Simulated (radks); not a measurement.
Ce16+, configuration [Kr] 4d6. Method: non-relativistic Kohn-Sham, LB94 model potential, spin-polarised, spherical densities, point nucleus; open shells are filled with parallel spins first (spin-orbit coupling, left out, can overturn this in heavy ions); relativity is left out, which matters for an element this heavy; computed with a radial shooting solver on a logarithmic mesh with Libxc functionals.

X-ray form factor f0, the Fourier transform of the density (f0(0) = 42):

sin(theta)/lambda (1/angstrom),f0 (electrons)
0.05,41.843
0.1,41.378
0.15,40.623
0.2,39.610
0.25,38.375
0.3,36.964
0.4,33.806
0.5,30.505
0.6,27.365
0.8,22.222
1,18.713
1.25,15.764
1.5,13.427
2,9.457
